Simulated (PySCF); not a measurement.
A structure optimised at PBE0-D3(BJ)/def2-SVP, used in a PySCF frequency run:

```xyz
8

Sn     0.0000     0.0000     0.4449
S     -2.0940    -0.8424    -0.4258
S      1.7766    -1.3922    -0.4258
S      0.3174     2.2346    -0.4258
H      0.0000     0.0000     2.1524
H     -1.4403    -1.6175    -1.3200
H      2.1210    -0.4386    -1.3200
H     -0.6807     2.0561    -1.3200
```
Charge 0, spin multiplicity 1.

Question: Write its SMILES, formula and point group.

Answer: [SH][SnH]([SH])[SH], H₄S₃Sn, C3

Question: What are its rotational constants (standard atomic weights)?

Answer: 1.6707, 1.6707, 1.0024 GHz
